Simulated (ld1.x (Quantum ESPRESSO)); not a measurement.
# Reading a pseudo-wave (Br)

Columns: radius, all-electron u(r) and pseudo u(r) of the 4s shell (level -20.13 eV) of bromine in the configuration [Ar] 3d10 4s2 4p5; PBE, scalar-relativistic, ultrasoft scheme, ld1.x (Quantum ESPRESSO) 7.5.

```json
{"r (bohr)": "0.078", "all-electron": "-0.1396", "pseudo": "-0.0726"}
{"r (bohr)": "0.155", "all-electron": "-0.2358", "pseudo": "-0.1439"}
{"r (bohr)": "0.232", "all-electron": "0.0325", "pseudo": "-0.2145"}
{"r (bohr)": "0.310", "all-electron": "0.2995", "pseudo": "-0.2848"}
{"r (bohr)": "0.388", "all-electron": "0.4211", "pseudo": "-0.3536"}
{"r (bohr)": "0.465", "all-electron": "0.4009", "pseudo": "-0.4195"}
{"r (bohr)": "0.542", "all-electron": "0.2861", "pseudo": "-0.4829"}
{"r (bohr)": "0.620", "all-electron": "0.1193", "pseudo": "-0.5442"}
{"r (bohr)": "0.698", "all-electron": "-0.0640", "pseudo": "-0.6019"}
{"r (bohr)": "0.775", "all-electron": "-0.2396", "pseudo": "-0.6548"}
{"r (bohr)": "0.852", "all-electron": "-0.3977", "pseudo": "-0.7032"}
{"r (bohr)": "0.930", "all-electron": "-0.5341", "pseudo": "-0.7471"}
{"r (bohr)": "1.008", "all-electron": "-0.6448", "pseudo": "-0.7851"}
{"r (bohr)": "1.085", "all-electron": "-0.7295", "pseudo": "-0.8166"}
{"r (bohr)": "1.162", "all-electron": "-0.7918", "pseudo": "-0.8415"}
{"r (bohr)": "1.240", "all-electron": "-0.8347", "pseudo": "-0.8596"}
{"r (bohr)": "1.318", "all-electron": "-0.8599", "pseudo": "-0.8703"}
{"r (bohr)": "1.395", "all-electron": "-0.8702", "pseudo": "-0.8733"}
{"r (bohr)": "1.472", "all-electron": "-0.8682", "pseudo": "-0.8687"}
{"r (bohr)": "1.550", "all-electron": "-0.8563", "pseudo": "-0.8563"}
{"r (bohr)": "1.628", "all-electron": "-0.8363", "pseudo": "-0.8363"}
{"r (bohr)": "1.705", "all-electron": "-0.8106", "pseudo": "-0.8106"}
{"r (bohr)": "1.782", "all-electron": "-0.7803", "pseudo": "-0.7803"}
{"r (bohr)": "1.860", "all-electron": "-0.7464", "pseudo": "-0.7464"}
{"r (bohr)": "1.938", "all-electron": "-0.7104", "pseudo": "-0.7104"}
{"r (bohr)": "2.015", "all-electron": "-0.6737", "pseudo": "-0.6737"}
```

How many radial nodes do the two functions have?

The all-electron 4s function has n − l − 1 = 3 (the table is too coarse to show those close to the nucleus); the pseudo-wave has 0, since the states of the same l below it are removed with the core.

At about which radius was the pseudo-wave matched?

1.55 bohr, where the columns begin to agree (steps of 0.08 bohr).

Is the pseudo-wave norm-conserving?

No, it belongs to an ultrasoft set: the norm inside the radius is not constrained, and the difference is carried by the augmentation charge.
